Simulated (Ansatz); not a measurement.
CH4Cl2SSn (`[CH3][Sn]([SH])([Cl])[Cl]`). Total charge 0; spin multiplicity 1. Sn takes the def2 core potential. All single points use the PBE0-D4/def2-TZVP geometry. It is one conformer, not always the lowest.

```xyz
9

C    -1.529    0.376    0.280
Sn    0.536    0.097   -0.087
S     1.166   -2.186   -0.316
Cl    1.182    1.249   -1.998
Cl    1.798    1.054    1.612
H    -2.097   -0.040   -0.552
H    -1.719    1.445    0.364
H    -1.796   -0.126    1.208
H     2.458   -1.869   -0.511
```

(1) What is the dipole moment at r2SCAN/def2-TZVPP? (Estimate.)

(2) And with PBE, B3LYP, ωB97M-V? (Estimate.)

(3) Give the Mulliken charges with r2SCAN, B3LYP, PBE in def2-TZVPP. (An estimate is asked.)

Results:

(1) The calculation gave: 2.51 D, with components (-2.33, -0.87, 0.35) D in this frame, pointing from negative to positive charge.

(2) Ansatz gave: PBE 2.44 D, B3LYP 2.51 D, ωB97M-V 2.48 D.

(3) The calculation gave: 
```json
{"atom": "C1", "r2SCAN": "-0.47", "B3LYP": "-0.56", "PBE": "-0.56"}
{"atom": "Sn2", "r2SCAN": "1.02", "B3LYP": "1.05", "PBE": "0.97"}
{"atom": "S3", "r2SCAN": "-0.34", "B3LYP": "-0.34", "PBE": "-0.33"}
{"atom": "Cl4", "r2SCAN": "-0.36", "B3LYP": "-0.36", "PBE": "-0.33"}
{"atom": "Cl5", "r2SCAN": "-0.36", "B3LYP": "-0.36", "PBE": "-0.33"}
{"atom": "H6", "r2SCAN": "0.12", "B3LYP": "0.15", "PBE": "0.15"}
{"atom": "H7", "r2SCAN": "0.12", "B3LYP": "0.15", "PBE": "0.15"}
{"atom": "H8", "r2SCAN": "0.12", "B3LYP": "0.15", "PBE": "0.15"}
{"atom": "H9", "r2SCAN": "0.13", "B3LYP": "0.13", "PBE": "0.14"}
```

B3LYP here is the variant with VWN-RPA as its local correlation; programs differ in this.
